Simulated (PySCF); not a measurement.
Species: C2H9NSSi3.
Cartesian coordinates in Å at the GFN2-xTB level; atoms count from 1:
```xyz
16
C2H9NSSi3 angstrom
N     -3.0222   -0.7024   -1.1284
C     -2.5345    0.1206   -0.5009
C     -1.8965    1.1019    0.3210
S     -1.4371    0.3829    1.9532
Si    -0.4086   -1.4406    1.3633
Si     1.1572   -0.9385   -0.2768
Si     2.4396    0.9673    0.0970
H     -2.5828    1.9218    0.5379
H     -0.9967    1.4860   -0.1652
H      0.1288   -1.8007    2.6719
H     -1.4800   -2.3837    1.0496
H      0.4478   -0.8321   -1.5638
H      1.9954   -2.1378   -0.4123
H      3.4182    0.7587    1.1642
H      1.5955    2.0961    0.5059
H      3.1685    1.4095   -1.0930
```

Method used: TDDFT wB97X-D/def2-SVPD, vertical, gas phase, core orbitals frozen in the response (PySCF 2.14.0, density-fitted response routines). GFN2-xTB frequencies show an imaginary mode (28i cm⁻¹), so this geometry is no minimum at that level.

Frontier orbitals with the atoms that hold most of them (Löwdin shares over 4%, at most four atoms; ? is withheld):

```json
{"orbital": "LUMO+2", "ε (eV)": "1.16", "atoms": "S4 27%, Si6 12%, Si5 11%, C3 10%"}
{"orbital": "LUMO+1", "ε (eV)": "0.94", "atoms": "Si6 20%, S4 19%, Si5 18%, Si7 11%"}
{"orbital": "LUMO", "ε (eV)": "0.74", "atoms": "Si5 26%, Si6 19%, Si7 14%, S4 11%"}
{"orbital": "HOMO", "ε (eV)": "-9.11", "atoms": "?"}
{"orbital": "HOMO-1", "ε (eV)": "-10.42", "atoms": "?"}
{"orbital": "HOMO-2", "ε (eV)": "-10.72", "atoms": "Si6 28%, Si7 27%, S4 11%, Si5 6%"}
{"orbital": "HOMO-3", "ε (eV)": "-11.41", "atoms": "Si5 17%, Si6 16%, H12 12%, S4 11%"}
```

Q: Give the leading atoms of the HOMO.

A: S4 (bonded to C and Si) 66%; Si5 (bonded to S, Si and 2 H) 10%; C3 (bonded to C, S and 2 H) 8%; Si6 (bonded to 2 Si and 2 H) 5%. By element: sulfur 66%, silicon 15% or more, carbon 8% or more.

Q: Give the leading atoms of the HOMO-1.

A: S4 (bonded to C and Si) 37%; Si5 (bonded to S, Si and 2 H) 19%; Si6 (bonded to 2 Si and 2 H) 17%; Si7 (bonded to Si and 3 H) 6%. By element: silicon 41%, sulfur 37%.

Q: How does S1 compare with the orbital gap of 9.85 eV?

A: S1 is at 5.35 eV (f = 0.0068), 4.51 eV below the gap, made of HOMO→LUMO+1 (45%), HOMO→LUMO+2 (38%). Its leading pair isn't HOMO and LUMO; the energies of that pair differ by 10.06 eV. Without the coupling terms of the response equations the lowest excitation would equal the gap.

Next come S2 at 5.55 eV (f 0.0060), HOMO→LUMO (77%), HOMO→LUMO+2 (9%); S3 at 6.07 eV (f 0.019), HOMO→LUMO+1 (39%), HOMO→LUMO+2 (37%), HOMO→LUMO (16%); S4 at 6.68 eV (f 0.013), HOMO→LUMO+3 (76%); S5 at 6.84 eV (f 0.035), HOMO→LUMO+4 (56%), HOMO-1→LUMO (11%).

Löwdin shares depend on the basis, the more so with diffuse functions.

One conformer stands for the species.
